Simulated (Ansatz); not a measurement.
Reaction (formal exchange of groups at the Si–C bond): `OC(F)[SiH2]Br` + `C[NH][AlH2]` → `[AlH2][NH][SiH2]Br` + `CC(O)F`

Program: Ansatz. Geometries: PBE0-D4/def2-TZVP. ΔE: electronic, gas phase. CCSD(T)/CBS adds triple-zeta CCSD(T) − MP2 to the extrapolated MP2 energy (def2 sets, frozen cores). DFT in def2-TZVPP. B3LYP here is the variant with VWN-RPA as its local correlation; programs differ in this. For Br outer-core shells are correlated without core-valence functions, which leaves a few kJ/mol of doubt a bond. Scalar relativity is left out up to krypton. Each species was taken in one conformer, which may not be the lowest.

Question: Is it downhill or uphill in electronic energy at CCSD(T)/CBS, and by how much? (Estimate.)

Answer: Ansatz gave: Downhill: ΔE = -1.74 eV.

Question: What do these levels give: r2SCAN-D4, PBE0-D4, ωB97M-V, PBE, r2SCAN, B3LYP, HF/def2-TZVPP, SCS-MP2/def2-TZVPP, CCSD(T)/def2-TZVPP, HF/def2-QZVPP, MP2/def2-QZVPP, CCSD/CBS(def2)? (Best estimate.)

Answer: The calculation gave: r2SCAN-D4 -1.71, PBE0-D4 -1.65, ωB97M-V -1.70, PBE -1.54, r2SCAN -1.71, B3LYP -1.63, HF/def2-TZVPP -1.84, SCS-MP2/def2-TZVPP -1.76, CCSD(T)/def2-TZVPP -1.73, HF/def2-QZVPP -1.84, MP2/def2-QZVPP -1.81, CCSD/CBS(def2) -1.76 eV.

Largest T1 diagnostic among the species: 0.012.

In def2-TZVPP, CCSD(T) changes the Hartree–Fock value by +0.10 eV (the triples alone add +0.01 eV) and MP2 by +0.04 eV. From PBE to PBE0 (25 % exact exchange), in def2-TZVPP and without D4, ΔE moves by −0.11 eV.
